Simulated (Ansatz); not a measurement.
`N[Si]1(O)OB1Cl`. Total charge 0; spin multiplicity 1.

Z-matrix (Å, degrees):
```
Si
O 1 1.632
O 1 1.722 2 107.8
N 1 1.689 2 108.6 3 -132.2
B 1 1.875 2 123.9 3 46.1
H 2 0.958 1 117.3 3 172.3
H 4 1.007 1 122.6 2 32.6
H 4 1.006 1 121.3 2 -169.9
Cl 5 1.732 1 168.7 2 99.2
```

Question: List the harmonic frequencies (cm⁻¹, unscaled) at PBE0-D4/def2-TZVP in Ansatz. (Best estimate.)

Answer: Computed: 104, 203, 234, 244, 266, 332, 349, 379, 409, 437, 640, 794, 803, 912, 953, 1063, 1355, 1573, 3607, 3709, 3928.

Question: Is this a minimum?

Answer: Yes, all 21 modes are real.

Question: Give the ideal-gas thermochemistry at 298.15 K and 1 bar (rigid rotor, harmonic oscillator; point group C1, symmetry number 1).

Answer: Zero-point energy 133.3 kJ/mol; H(298) − E = 156.0 kJ/mol; entropy 358.4 J/(mol·K), of which translation 168.9, rotation 118.0, vibration 71.5; G(298) − E = 49.1 kJ/mol.

Question: Rotational constants (cm⁻¹)?

Answer: 0.1909, 0.03899, 0.0357.
